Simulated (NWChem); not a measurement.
## Correlation energy of Cl$_{2}$Se

```xyz
3

Se     0.0000     0.0000    -0.6872
Cl    -1.7155     0.0000     0.6872
Cl     1.7155     0.0000     0.6872
```
Charge 0, spin multiplicity 1.

Program: NWChem. Structure: optimised with B3LYP/def2-SVP, a minimum by its harmonic frequencies.

Basis set: 6-31G*. Each correlation energy counts from its own Hartree-Fock reference.

The Hamiltonian is non-relativistic. The correlated methods keep 19 core orbitals frozen. The Pople sets run with spherical d functions. The structure started from a generated list of species. Coupled-cluster values serve here as a point of comparison, not as the truth.

Order these methods by the correlation energy they give, lowest first: CCSD, CR-CCSD(T), CCSD+T(CCSD), MP2, SCS-MP2.

CCSD+T(CCSD) (-545.9 mHa), CR-CCSD(T) (-542.1 mHa), CCSD (-531.5 mHa), MP2 (-506.4 mHa), SCS-MP2 (-480.2 mHa)
